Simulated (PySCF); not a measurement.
C₆H₈S₂, SMILES s1c(SC)ccc1C (GFN2-xTB optimised geometry):

```
16

C     -2.462    -2.032     0.058
S     -0.812    -2.785    -0.006
C      0.209    -1.362     0.000
C      1.570    -1.362     0.000
C      2.114    -0.058     0.000
C      1.180     0.927     0.000
C      1.372     2.401     0.002
S     -0.426     0.257    -0.002
H     -2.555    -1.438     0.963
H     -3.172    -2.853     0.071
H     -2.614    -1.415    -0.823
H      2.155    -2.263     0.001
H      3.172     0.137     0.001
H      0.916     2.853    -0.879
H      2.434     2.633     0.005
H      0.912     2.850     0.883
```

Level of theory: PBE/def2-TZVP (PySCF).

Task: What are the frontier orbital energies and the dipole moment?

Result: HOMO-2 -6.64 eV, HOMO-1 -6.10 eV, HOMO -4.62 eV, LUMO -1.08 eV, LUMO+1 -0.71 eV; dipole moment 1.20 D.

Meta-Löwdin charges at PBE/def2-TZVP: C1 -0.42, S2 0.15, C3 -0.23, C4 -0.18, C5 -0.16, C6 -0.12, C7 -0.36, S8 0.24, H9 0.14, H10 0.15, H11 0.14, H12 0.13, H13 0.13, H14 0.13, H15 0.13, H16 0.13.
